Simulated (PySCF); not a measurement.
Vertical excitation energies

Species: TiIMe3, C₃H₉ITi (singlet state).
SMILES: `[CH3][Ti]([CH3])([CH3])[I]`

Level of theory: TDDFT CAM-B3LYP/def2-SVPD, vertical, gas phase, core orbitals frozen in the response, def2 core potentials past Kr in PySCF. Isolated species at its PBE0-D3(BJ)/def2-SVP geometry, gas phase. Spin–orbit coupling is left out.

| state | E (eV) | E (hartree) | f | \|μ\| (D) | main configurations (H = HOMO, L = LUMO) |
| --- | --- | --- | --- | --- | --- |
| S1 | 3.55 | 0.1305 | 0.0000 | 0.00 | H-3→L/L+1 (≥47%), H-4→L/L+1 (≥42%) |
| S2 | 3.65 | 0.1341 | 0.0001 | 0.09 | H-4→L/L+1 (≥40%), H-3→L/L+1 (≥38%) |
| S3 | 3.65 | 0.1342 | 0.0001 | 0.09 | H-4→L/L+1 (≥42%), H-3→L/L+1 (≥37%) |
| S4 | 3.86 | 0.1419 | 0.0000 | 0.05 | H-3→L/L+1 (≥46%), H-4→L/L+1 (≥43%) |
| S5 | 4.05 | 0.1489 | 0.0000 | 0.03 | H-2→L/L+1 (≥87%) |
| S6 | 4.06 | 0.1491 | 0.0000 | 0.03 | H-2→L/L+1 (≥88%) |
| S7 | 4.31 | 0.1583 | 0.0000 | 0.03 | H-1/H→L/L+1 (≥77%) |
| S8 | 4.33 | 0.1591 | 0.0047 | 0.54 | H-3→L+2 (47%), H-1/H→L/L+1 (≥37%) |
| S9 | 4.33 | 0.1592 | 0.0048 | 0.54 | H-4→L+2 (45%), H-1/H→L/L+1 (≥38%) |
| S10 | 4.45 | 0.1635 | 0.0005 | 0.17 | H-1/H→L/L+1 (≥39%), H-3→L+2 (37%) |
| S11 | 4.45 | 0.1636 | 0.0006 | 0.18 | H-4→L+2 (39%), H-1/H→L/L+1 (≥38%) |
| S12 | 4.58 | 0.1682 | 0.037 | 1.46 | H-2→L+2 (41%), H-1/H→L/L+1 (≥33%) |
| S13 | 4.85 | 0.1783 | 0.0006 | 0.18 | H-1/H→L+2 (≥91%) |
| S14 | 4.85 | 0.1783 | 0.0004 | 0.15 | H-1/H→L+2 (≥92%) |

Triplets, Tamm–Dancoff:

```tsv
state	E (eV)	λ (nm)	main configurations (H = HOMO, L = LUMO)
T1	3.28	378.1	H-3→L/L+1 (≥53%), H-4→L/L+1 (≥35%)
T2	3.30	375.9	H-4→L/L+1 (≥50%), H-3→L/L+1 (≥37%)
T3	3.30	375.5	H-4→L/L+1 (≥53%), H-3→L/L+1 (≥34%)
```

The lowest singlet lies at 3.55 eV (349 nm, ultraviolet) and is dark (f under 0.0005); its leading configuration is HOMO-3→LUMO/LUMO+1 (≥47%). The strongest level in the table is S12 at 4.58 eV (271 nm, f = 0.037). S2/S3, S5/S6, S8/S9, S10/S11 and S13/S14 lie within about 0.01 eV of each other in each set. For S1 the Löwdin share of titanium is 39% in HOMO-3 and 81% in LUMO. Orbital energies (eV): HOMO-3 -9.66, HOMO-2 -9.44, HOMO-1 -8.79, HOMO -8.79, LUMO -1.03, LUMO+1 -1.03, LUMO+2 -0.65. The listed states span 1.30 eV, and the widest gap between neighbours is 0.28 eV (S12 to S13). No computed singlet lies in the visible range (380 to 750 nm); the lowest, at 349 nm, stands 0.29 eV above its violet end (3.26 eV). The vertical ionisation energy (ΔSCF) is 9.61 eV, 4.76 eV above S14. Orbitals of the list HOMO-3 to LUMO+2 that lie within 0.01 eV of each other are written together with a slash and their weights summed (≥ marks a lower bound); for degenerate orbitals outside that list single weights are arbitrary. Singlets were solved by full linear response, triplets in the Tamm–Dancoff approximation. The highest level found (4.89 eV, f 0.030 so far) is left out, since the window may have cut off a degenerate partner.
